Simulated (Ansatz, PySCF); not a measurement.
Complex: CH4 (SMILES C) (first 5 atoms) with SO2 (SMILES O=S=O); geometry from B3LYP-D3(BJ)/def2-TZVP.
(charge 0, multiplicity 1):
```xyz
8

C     -0.0231     0.0042    -0.1771
H     -0.0391     0.1236    -1.2593
H      0.8642    -0.5611     0.1065
H      0.0030     0.9859     0.2938
H     -0.9209    -0.5278     0.1362
O     -1.1813     0.4158     3.3292
S      0.0215    -0.3684     3.2447
O      1.2923     0.3042     3.2835
```

Interaction energies are E(AB) − E(A) − E(B) at the monomers' geometry in the complex; basis-set methods are counterpoise corrected. Rows marked so take none.

Frozen-core correlation. Rows in 6-311+G**, 6-31G* carry no dispersion term and start afresh at each structure (6-31G* with six Cartesian d functions). MP2/6-31G* freezes PySCF's default core.

Codes used: Ansatz (a quantum-chemistry and plane-wave program) with Gaussian orbitals; PySCF for 6-311+G** rows, 6-31G* rows, the dispersion terms. Each number belongs to the level named beside it.

```tsv
level	interaction energy (kcal/mol)
HF/aug-cc-pV(D+d)Z	0.59
PBE/def2-TZVPPD	-0.24
revPBE-D3(BJ)/def2-TZVPPD	-1.28
revPBE-D4/def2-TZVPPD	-0.92
r2SCAN-D3(BJ)/def2-TZVPPD	-1.30
B3LYP/6-311+G** (no counterpoise)	0.27
B3LYP/def2-TZVPPD	0.42
B2PLYP-D3(BJ)/def2-TZVPPD	-1.00
MP2/6-31G*	(withheld)
```

What belongs in the gaps?


- MP2/6-31G*, interaction energy (kcal/mol): 0.03
